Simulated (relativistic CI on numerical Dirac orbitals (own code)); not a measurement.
Sc2+: resonant inelastic scattering at the M2,3 edge

Computed with this model: Dirac-Coulomb-Breit CI, KLI orbitals optimised for each configuration, QED by a radiative potential, valence Slater integrals scaled by 0.9, Kramers-Heisenberg scattering through one core-hole configuration in a parametric crystal field; configurations [Ar] 3d → [Ne] 3s2 3p5 3d2; 300 K; core-hole width 0.8 eV; summed over polarisations. Incident energies are the highest absorption maxima for each field (at most a few, so the weaker spin-orbit partner edge can be absent), on the computed scale of the free ion. Intensities are in per cent of the strongest line above 0.02 eV; levels within 1 cm⁻¹ are merged; final levels count from the ground level, the first row holds all elastic scattering, lines under 0.4 are left out and each table stops after 24 rows. The scale of the Slater integrals is a model choice and moves the terms in proportion.

Field parameters in Wybourne normalisation: Td as Oh with Dq negative (B⁴₀ = 21Dq, B⁴₄ = √(5/14) B⁴₀). The field is a parameter set, without covalency.

S is read from ⟨S²⟩ = S(S + 1).

Td, 10Dq = -1450 cm⁻¹:

```
Final level (eV)  Degeneracy  Irrep     S  39.1 eV  42.4 eV  43.4 eV
           0.000           4     Γ8  0.50    108.5     95.2    273.8
           0.177           4     Γ8  0.50     66.9     81.7    100.0
           0.188           2     Γ7  0.50     28.0     39.0     46.9
```

Td, 10Dq = -3250 cm⁻¹:

```
Final level (eV)  Degeneracy  Irrep     S  39.2 eV  42.6 eV  43.4 eV
           0.000           4     Γ8  0.50    124.5     95.7    254.9
           0.399           4     Γ8  0.50     67.1     80.5    100.0
           0.411           2     Γ7  0.50     27.8     41.2     53.9
```

Td, 10Dq = -5050 cm⁻¹:

| Final level (eV) | Degeneracy | Irrep | S | 39.3 eV | 42.8 eV | 43.5 eV |
| --- | --- | --- | --- | --- | --- | --- |
| 0.000 | 4 | Γ8 | 0.50 | 135.4 | 93.2 | 238.6 |
| 0.622 | 4 | Γ8 | 0.50 | 63.7 | 76.9 | 100.0 |
| 0.634 | 2 | Γ7 | 0.50 | 25.4 | 40.5 | 55.2 |

For the first field the strongest loss at the lowest incident energy is the level at 0.18 eV (S = 0.50, against 0.50 in the thermal ground state).
